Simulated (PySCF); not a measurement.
C₂H₆O, charge +1, doublet, geometry from GFN2-xTB (a state made from the parent by changing its charge; the spin is typed, not shown lowest), with bond 8-2 at 1.3 times its length.

The PySCF input:
```python
from pyscf import gto, scf, dft

mol = gto.Mole()
mol.atom = '''
    C    -1.190941    0.217814    0.238911
    C     0.048038   -0.353497   -0.350387
    O     1.255792    0.082793    0.056958
    H    -2.079775   -0.236263   -0.192337
    H    -1.246845    1.305401    0.097047
    H    -1.222434    0.087661    1.328941
    H     0.063537   -1.477895   -0.287394
    H     0.037580   -0.288405   -1.813051
    H     1.256603    0.776272    0.742453
'''
mol.basis = 'sto-3g'
mol.charge = 1
mol.spin = 1
mol.verbose = 4
mol.build()

mf = dft.UKS(mol)
mf.xc = 'r2scan'
mf.kernel()
```

**Question.** What does this run give for the number of basis functions, HOMO energy, Mulliken (on the basis functions themselves) charges in atom order, <S^2>, total energy?

**Answer.** 
```
Item                                                                                                                                           Result
------------------------------------------------------------------  ---------------------------------------------------------------------------------
number of basis functions                                                                                                                          21
HOMO energy                                                                                                                                 -13.74 eV
Mulliken (on the basis functions themselves) charges in atom order  C1 -0.26, C2 0.05, O3 -0.05, H4 0.16, H5 0.14, H6 0.15, H7 0.21, H8 0.23, H9 0.37
<S^2>                                                                                                                                           0.764
total energy                                                                                                                             -152.6239 Eh
```

These values belong to the state on which the SCF converged, which isn't shown to be the lowest.
